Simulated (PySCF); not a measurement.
PySCF 2.14 output of an unrestricted PBE calculation on a single atom or ion in aug-cc-pVDZ (4s3p2d, 23 functions), with no relativity, point nucleus:

```
SCF conv_tol = 1e-09
number electrons alpha = 5  beta = 2
    J. P. Perdew, K. Burke, and M. Ernzerhof.,  Phys. Rev. Lett. 77, 3865 (1996)
    J. P. Perdew, K. Burke, and M. Ernzerhof.,  Phys. Rev. Lett. 78, 1396 (1997)
    J. P. Perdew, K. Burke, and M. Ernzerhof.,  Phys. Rev. Lett. 77, 3865 (1996)
    J. P. Perdew, K. Burke, and M. Ernzerhof.,  Phys. Rev. Lett. 78, 1396 (1997)
cycle= 1 E= -74.4748031671861  delta_E= -0.00189  |g|= 0.0103  |ddm|= 0.172
cycle= 2 E= -74.4748335301985  delta_E= -3.04e-05  |g|= 0.00525  |ddm|= 0.0373
cycle= 3 E= -74.474845321219  delta_E= -1.18e-05  |g|= 0.000218  |ddm|= 0.0124
cycle= 4 E= -74.4748453408497  delta_E= -1.96e-08  |g|= 2.28e-06  |ddm|= 0.000617
cycle= 5 E= -74.474845340852  delta_E= -2.3e-12  |g|= 1.57e-08  |ddm|= 5.29e-06
converged SCF energy = -74.474845340852  <S^2> = 3.7516408  2S+1 = 4.0008203
```

The run itself started from symmetry-adapted Hartree-Fock orbitals and held the occupation by maximum overlap, on a logarithmic radial grid, so the iterations belong to that start.

Problem. Which element, charge and spin multiplicity is this?

Solution. O⁺ (oxygen, charge +1), multiplicity 4; the state was [He] 2s2 2p3, high-spin 4S determinant.
